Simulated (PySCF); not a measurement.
Be(SeH)2, SMILES [SeH][Be][SeH], PBE0/def2-SVP optimised geometry.

```
5

Be     0.03     0.67     0.00
Se    -2.00     0.69    -0.05
H     -2.06    -0.69     0.45
Se     2.06     0.67     0.00
H      2.08     1.17     1.39
```

Density from PBE0/def2-TZVP (PySCF) at that geometry.

Minimum of the electron density along straight lines between bonded atoms, close to the bond critical point (lines longer than 1.1 times the sum of covalent radii, or with two minima, are not listed):

```csv
bond,length / Å,ρ at the minimum / e bohr⁻³,∇²ρ there / e bohr⁻⁵,position (fraction from the first atom)
Be1–Se2,2.031,0.076,0.18,0.30
Se2–H3,1.474,0.171,-0.29,0.63
Be1–Se4,2.031,0.076,0.18,0.30
Se4–H5,1.474,0.171,-0.29,0.63
```
